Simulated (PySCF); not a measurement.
Ne²⁺: excitation energy

Ne²⁺ [He] 2s2 2p4 (3P) → Ne²⁺ [He] 2s1 2p4 3d1 (high-spin determinant), as a difference of total energies. All numbers are calculated (PySCF 2.14, no relativity, point nucleus, in dyall-acv3z). Correlated levels: valence: 1s2 frozen; virtual orbitals above 40 to 60 times the deepest correlated orbital energy dropped. The calculations carry no spin-orbit coupling.

```
           method  excitation energy (cm⁻¹)
              UHF                    613550
    MP2 (valence)                    621740
SCS-MP2 (valence)                    623720
   CCSD (valence)                    621150
CCSD(T) (valence)                    620800
```

The upper state lies above the first ionisation limit, where it may autoionise and the basis confines it. A Rydberg-like electron needs more diffuse functions than a valence basis has.

The promoted electron is Rydberg-like, and one or two diffuse shells describe it only roughly, which tends to raise the upper state.

The determinant of the upper state mixes LS terms, which raises its energy above the lowest term, most at the Hartree-Fock and MP2 levels.
